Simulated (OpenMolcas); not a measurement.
## Ru²⁺: effect of correlating more closed shells

| Item | Value |
| --- | --- |
| Program | OpenMolcas |
| Basis | ANO-RCC-VTZP [7s6p4d2f1g] |
| Scalar Hamiltonian | DKH2, point nucleus |
| Active space | 6 electrons in 5 orbitals (4d) |
| State averaging | 2S+1 = 5 even, 5 roots; 2S+1 = 3 even, 45 roots; 2S+1 = 1 even, 50 roots |
| Spin-orbit coupling | state interaction with AMFI integrals over the reference wave functions, term energies averaged over their components |

Methods on the same reference wave functions:
A. CASSCF
B. MS-CASPT2, IPEA 0.25 Eh, imaginary shift 0.1 Eh (closed shells correlated: none)
C. MS-CASPT2, IPEA 0.25 Eh, imaginary shift 0.1 Eh (closed shells correlated: 4s 4p)
D. MS-CASPT2, IPEA 0.25 Eh, imaginary shift 0.1 Eh (closed shells correlated: 3d 4s 4p)

Energies in cm⁻¹ above 4d⁶ ⁵D₄, the measured ground level; measured values from Moore, Atomic Energy Levels, vol. III, NSRDS-NBS 35 (1971 reprint of NBS Circular 467, 1958).

| Level | A | B | C | D | Measured |
| --- | --- | --- | --- | --- | --- |
| 4d⁶ ⁵D₄ | 0.0 | 0.0 | 0.0 | 0.0 | 0.0 |
| 4d⁶ ⁵D₃ | 1143 | 1153 | 1156 | 1156 | 1159 |
| 4d⁶ ⁵D₂ | 1856 | 1841 | 1845 | 1845 | 1826 |
| 4d⁶ ⁵D₁ | 2311 | 2290 | 2290 | 2290 | 2266 |
| 4d⁶ ⁵D₀ | 2531 | 2500 | 2510 | 2510 | 2476 |
| 4d⁶ ³H₆ | 17825 | 17610 | 16140 | 16060 |  |
| 4d⁶ ³H₅ | 18231 | 17780 | 16380 | 16300 |  |
| 4d⁶ ³P₂(1) | 19030 | 16000 | 15740 | 15650 |  |
| 4d⁶ ³F₃(1) | 20744 | 18540 | 17860 | 17770 |  |
| 4d⁶ ³F₂(1) | 21287 | 19010 | 18360 | 18270 |  |
| 4d⁶ ³P₁(1) | 22319 | 19330 | 19010 | 18930 |  |
| 4d⁶ ³G₅ | 22593 | 20920 | 19710 | 19620 |  |
| 4d⁶ ³P₀(1) | 23162 | 19840 | 19740 | 19650 |  |
| 4d⁶ ³G₄ | 23711 | 21810 | 20710 | 20620 |  |
| 4d⁶ ³G₃ | 24019 | 22060 | 20970 | 20880 |  |
| 4d⁶ ¹I₆ | 27306 | 26920 | 24790 | 24680 |  |
| 4d⁶ ³D₂ | 28561 | 24280 | 23550 | 23440 |  |
| 4d⁶ ³D₁ | 28681 | 24410 | 23700 | 23590 |  |
| 4d⁶ ³D₃ | 28911 | 24620 | 23880 | 23760 |  |
| 4d⁶ ¹G₄(1) | 29363 | 26420 | 26060 | 25950 |  |
| 4d⁶ ¹S₀(1) | 33786 | 27970 | 28710 | 28590 |  |
| 4d⁶ ¹D₂(1) | 35385 | 31470 | 30010 | 29880 |  |
| 4d⁶ ¹F₃ | 39746 | 34840 | 33020 | 32860 |  |
| 4d⁶ ³P₀(2) | 45372 | 37900 | 37210 | 37040 |  |

Deviations, from unrounded energies. A percentage is the sum of absolute deviations over the sum of measured energies, with the sign that they share, or ± where signs differ.

| Against measurement | Levels | A | B | C | D |
| --- | --- | --- | --- | --- | --- |
| mean absolute deviation (cm-1) | 4 | 36 | 17 | 21 | 20 |
| fine structure of the ground term (%) | 4 | ±1.9 | ±0.9 | ±1.1 | ±1.1 |

B, C, D lie about equally close to measurement and A furthest from it. The largest miss of B in the table is 4d⁶ ⁵D₀, by +25 cm-1. The ranking rests on the paired levels alone, and a cruder setting can come out closer through cancelling errors.

Among B to D the level of the table that moves most is 4d⁶ ¹I₆, by 2200 cm-1 (lowest in D, highest in B). Moves below CASPT2's spread within the term are not significant.

The two smallest mean deviations differ by little beside CASPT2's spread within terms, so their order carries little weight.

From A to B the spin-free energies of the other terms of 4d⁶ shown, above ⁵D, scale by factors of 0.81 to 0.99.

The lowest spin-free term lies below A's lowest term by 0.113 hartree in B, 0.418 hartree in C, 0.469 hartree in D.

What an inner shell adds also hangs on whether the basis holds functions to correlate it.

Term energies are means over components that CASPT2 splits; among the terms shown or strongly mixed into the levels shown the widest spread is 1300 cm-1 (4d⁶ ¹I, D). Levels of configurations with an s electron are missing; early in the row they begin among the upper levels of the d shell and mix with terms of their name. The CASPT2 spread within a term exceeds the gap to the next term for 4d⁶ ¹I and 4d⁶ ¹S(1), so the order of their levels is uncertain (figures for B; the like holds for C, D). Without dynamic correlation excited terms often stand tens of per cent too high (terms of higher spin than the ground term too low), and those without a measured partner can miss by more than the paired ones (holds for A). Measured partners are found by configuration, term and J. A level has none where our copy of the source lacks it or the pairing is in doubt (some pairs that miss far off the trend of their configuration count as doubtful), and it then counts in no deviation. Only configurations of the active space appear. The table leaves out levels that lie high or whose names do not pair safely across all columns.

A number in round brackets counts repeated terms of one configuration in the order of the reference energies.
